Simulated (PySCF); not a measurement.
Compound: C4H4N2O2.
Atom-mapped SMILES: `[CH3:1][c:2]1[n:3][n:4][c:5]([CH:6]=[O:7])[o:8]1`

NICS is the negative of the GIAO shielding at a point without a nucleus: at the ring centre (0) and 1 Å above and below it (1); zz is the component along the ring normal. Level: GIAO PBE0/pcSseg-1 (PySCF, non-relativistic, gas phase) on the GFN2-xTB geometry, one conformer.

Ring bond lengths (Å), with Mayer bond orders in brackets: C2–N3 1.303 (1.62), N3–N4 1.332 (1.22), N4–C5 1.303 (1.60), C5–O8 1.355 (1.04), O8–C2 1.341 (1.11).

Question: What do the NICS probes read (ppm)?

Answer: 
```csv
ring,type,NICS(0),"NICS(1), two faces","NICS(1)zz, two faces",rms pucker (Å),"centre to ring atoms, mean (Å)"
C2–N3–N4–C5–O8,5-membered ring with 2 N and O; formal bonds all aromatic,-9.6,-10.8 / -10.8,-26.7 / -26.7,0.00,1.13
```

Question: What can be read from them?

Answer: 
- C2–N3–N4–C5–O8: mean NICS(1)zz -26.7 ppm, shielded. For a flat ring without four-coordinate atoms the NICS criterion counts such a value as aromatic.

Question: What does the geometric index give? HOMA takes Krygowski's 1993 parameters.

Answer: 
- C2–N3–N4–C5–O8: HOMA 0.51; the largest term is that of C5–O8, α(R − Ropt)² = 1.28.

Question: At the second NICS(1) probe listed for ring C2–N3–N4–C5–O8, 1 Å off the ring, what do the in-plane components average?

Answer: The isotropic value is a third of the trace: (3 × -10.8 − (-26.7))/2 = -2.9 ppm.

Question: Give the inner angles of the rings and the Hirshfeld charges of the ring atoms.

Answer: 
- C2–N3–N4–C5–O8: C2 111.4° (+0.154 e), N3 107.3° (-0.148 e), N4 107.4° (-0.124 e), C5 110.9° (+0.102 e), O8 103.0° (-0.049 e); sum 540.0° against 540° for a flat convex ring.

Question: How shielded are the nuclei of the rings and their hydrogens (means over atoms taken as equivalent)?

Answer: 
| atoms | environment | σ isotropic (ppm) |
| --- | --- | --- |
| C2 | substituted aromatic carbon | 14.6 |
| N3 | pyridine-type nitrogen | -87.7 |
| N4 | pyridine-type nitrogen | -131.6 |
| C5 | substituted aromatic carbon | 15.3 |
| O8 | furan-type oxygen | 5.6 |

Cost: about 40 s of CPU time on one thread; the machine was shared, so the figure is rough. This is the whole shielding run at PBE0/pcSseg-1, SCF included.

Conformer computed: `[CH3:1][c:2]1[n:3][n:4][c:5]([CH:6]=[O:7])[o:8]1`: N4–C5–C6–O7 180°.
